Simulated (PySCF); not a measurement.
Some computed properties have been withheld. Give your best values.

Compound: C₂H₁₂SSi₄.
SMILES with atom numbers: `[CH2:1]=[CH:2][Si:3]([SiH3:4])([SiH3:5])[S:6][SiH3:7]` (hydrogens: H8, H9 on C1; H10 on C2; H11, H12, H13 on Si4; H14, H15, H16 on Si5; H17, H18, H19 on Si7)

Conformer (atom-mapped SMILES and torsion angles): `[CH2:1]=[CH:2][Si:3]([SiH3:4])([SiH3:5])[S:6][SiH3:7]`: C1–C2–Si3–Si4 115°, C2–Si3–S6–Si7 179°.

| property | level | value |
| --- | --- | --- |
| rotational constants A, B, C of the GFN2-xTB geometry | GFN2-xTB | 0.941, 0.700, 0.695 GHz |
| dipole moment | PBE0/pcSseg-1 | ? |
| HOMO energy | PBE0/pcSseg-1 | ? |
| LUMO energy | PBE0/pcSseg-1 | ? |
| 13C chemical shifts (computed TMS as zero) by class | GIAO PBE0/pcSseg-1 | 144.9 (C1), 137.9 (C2) ppm |
| 1H chemical shifts (computed TMS as zero) by class | GIAO PBE0/pcSseg-1 | 6.72 (H9), 6.60 (H8), 6.48 (H10), 4.74 (H17/H18/H19), 3.63 (H11/H12/H13/H14/H15/H16) ppm |
| isotropic shieldings of nuclei other than C and H, by class | GIAO PBE0/pcSseg-1 | ? |

Gas-phase values; electronic properties from PySCF, density fitting. One conformer (not necessarily the lowest) at the GFN2-xTB geometry, without solvent or vibrations. NMR classes are plain means over equivalent atoms (diastereotopic ones count apart unless rotation or inversion swaps them), as if these changed places fast; in this geometry the members of some classes differ.

Problem. The isotropic shieldings of nuclei other than C and H, by class?

Solution. 368 (Si3), 412 (Si7), 460 (Si4/Si5), 816 (S6) ppm.

Problem. The HOMO energy?

Solution. -7.04 eV.

Problem. What is the dipole moment?

Solution. 0.81 D.

Problem. What is the LUMO energy?

Solution. -0.92 eV.

With B = h/(8π²I), that is 505.379 GHz u Å² over I, the principal moments of inertia are 537.1, 722.1 and 726.9 u Å² (most abundant isotopes); the inertial defect Ic − Ia − Ib is -532.3 u Å² (zero for a rigid planar frame, negative otherwise). The rotational constants are those of a nearly prolate symmetric top. In atomic units the dipole is 0.32 e·bohr (1 au = 2.5417 D).
